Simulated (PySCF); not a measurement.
Si(F)2(Me)(SH) (CH4F2SSi), SMILES C[Si](F)(F)S. Geometry optimised at PBE-D3(BJ)/def2-SVP. The values are those of a single conformer.

Computed equilibrium geometry at PBE-D3(BJ)/def2-SVP (PySCF confirms it by a frequency run) as a Z-matrix (one conformer of several):
```
Si
F 1 1.6291
F 1 1.6324 2 106.57
C 1 1.8569 2 110.69 3 117.66
H 4 1.1076 1 110.50 2 60.33
H 4 1.1085 5 108.32 1 -121.57
H 4 1.1089 5 108.81 6 -117.27
S 1 2.1387 2 104.94 3 -117.52
H 8 1.3635 1 92.27 2 -177.14
```
Charge 0, spin multiplicity 1.
